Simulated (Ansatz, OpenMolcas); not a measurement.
Heat of formation of GeO (SMILES [O]=[Ge]) from total energies

The species is GeO (2 atoms), meant as a singlet with charge 0. As SMILES, `[O]=[Ge]`. Geometry: relaxed at PBE0-D4/def2-TZVP.

```xyz
2

O     0.0000    0.0000   -0.0230
Ge    0.0000    0.0000    1.5995
```

Total energies at revPBE/cc-pVTZ (OpenMolcas 26.06); the atoms run unrestricted:

| species | state | energy (Eh) |
| --- | --- | --- |
| GeO | singlet | -2152.121909 |
| O | triplet | -75.066245 |
| Ge | triplet | -2076.800322 |

Harmonic wavenumbers at PBE0-D4/def2-TZVP, in cm⁻¹: 1029.

Measured heats of formation of the gaseous atoms at 298.15 K, in kJ/mol: O 249.2, Ge 372.0. Spin-orbit lowering of the atoms at 298 K (mean of the ground term's levels less their thermal mean, from spectra), in kJ/mol: O 0.40, Ge 10.39. Take 1 Eh = 2625.50 kJ/mol, 1 cm⁻¹ = 0.0119627 kJ/mol, RT = 2.479 kJ/mol.

Q: What heat of formation follows?

A: 
1. Electronic atomisation energy: (-75.066245) + (-2076.800322) − (-2152.121909) = 0.255342 Eh = 670.4 kJ/mol.
2. Zero-point energy: half the sum of the wavenumbers, 514.5 cm⁻¹ = 6.2 kJ/mol.
3. Thermal vibrational enthalpy, Σ hcν̃/(exp(hcν̃/kT) − 1): 0.1 kJ/mol. Translation, rotation and pV of a linear molecule: 3.5 RT = 8.7 kJ/mol.
4. The 2 free atoms carry 5/2 RT each: 12.4 kJ/mol.
5. Spin-orbit coupling lowers the free atoms by 0.40 + 10.39 = 10.8 kJ/mol.
6. Atomisation enthalpy at 298 K: 670.4 − 10.8 − 6.2 − 0.1 − 8.7 + 12.4 = 657.0 kJ/mol.
7. Sum of the atoms' heats of formation: 621.2 kJ/mol. Heat of formation: 621.2 − 657.0 = -35.8 kJ/mol.

No measured value is set beside it here. Relativity is left out. Anharmonicity and any spin-orbit splitting of the molecule are left out.
